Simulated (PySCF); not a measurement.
Atoms are numbered as in `[CH2:1]=[C:2]([C:3]([CH3:4])=[O:5])[C:6]([CH3:7])([CH3:8])[CH3:9]` (H(Xn): hydrogen on atom n). Ha(C1) is cis to C3; Hb(C1) is trans to C3.

- coordinates at the GFN2-xTB level
- GIAO PBE0/pcSseg-1 shieldings
- code: PySCF
- no relativistic terms, averaged over atoms made equivalent by symmetry, fast rotation or ring inversion, one conformer, no solvent

References, each an isolated molecule treated in the same way: TMS for 13C, 1H; 17O against H2O.

```csv
atoms,nucleus,count,δ (ppm)
C6,13C,1,39.1
Ha(C1),1H,1,5.30
O5,17O,1,682.6
C7/C8/C9,13C,3,?
C1,13C,1,?
C2,13C,1,171.8
C3,13C,1,215.2
H(C4),1H,3,2.32
C4,13C,1,35.9
Hb(C1),1H,1,5.47
H(C7)/H(C8)/H(C9),1H,9,?
```

Estimate the values marked ?.

## Answers


- C1: 116.9 ppm, β carbon of a C=C–C=O unit
- C7/C8/C9: 30.3 ppm, methyl carbon; saturated and bonded to C and H only
- H(C7)/H(C8)/H(C9): 1.21 ppm, hydrogen on a methyl carbon

Shifts are as computed. Against solution values, carbons near 30 ppm lie about +3 ppm off and those near 130 ppm about +5 ppm. Of 1211 compounds with measured shifts, 218 miss one by over three times the rms of a fit or turn the order of signals round; such compounds aren't used in these exercises. Unscaled 17O shifts of doubly bonded oxygen tend to come out too high, by tens of ppm or more. Experimental scales use liquid or dissolved standards, which lie at an offset from isolated H2O (liquid H2O: subtract about 36 ppm).
